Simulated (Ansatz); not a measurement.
Born–Oppenheimer molecular dynamics of GaH$_{4}$N (6 atoms, charge 0, multiplicity 1). It starts from a relaxed structure.

The calculation used RKS BHLYP-D4/def2-SVP in Ansatz.

| Quantity | Value |
| --- | --- |
| ensemble | NVE (velocity Verlet) |
| time step | 0.5 fs |
| steps asked | 166 |
| starting velocities drawn for | 400 K |
| seed | 77574 |

First frame:

```xyz
6
Properties=species:S:1:pos:R:3
Ga -0.021 0.000 -0.012
H -0.067 -0.416 1.489
H 1.256 0.416 -0.802
N -1.586 0.000 -0.916
H -2.474 -0.249 -0.514
H -1.681 0.249 -1.886
```

Question: How far do the bonds stretch over the last three quarters of this one trajectory? (Pairs bonded in most of those frames.)

Answer: 
```tsv
bond	mean (Å)	spread (Å)	shortest	longest
Ga1–H2	1.561	0.028	1.52	1.60
Ga1–H3	1.567	0.044	1.50	1.63
Ga1–N4	1.818	0.009	1.80	1.83
N4–H5	1.009	0.014	0.99	1.03
N4–H6	1.010	0.017	0.98	1.04
```

Mean temperature of the second half: 212 K. The conserved energy stayed within 0.18 meV per atom of its start (net change 0.077 meV per atom), so the integration is sound. Over the second half the temperature averaged 0.53 of the 400 K drawn at the start: a run that starts near a minimum puts about half its kinetic energy into the potential. A run of 0.083 ps of so small a system gives no equilibrium averages.

Time of the run: 5.1 min on 1 thread of Arm Neoverse V1, on a shared host, peak memory 0.12 GiB.
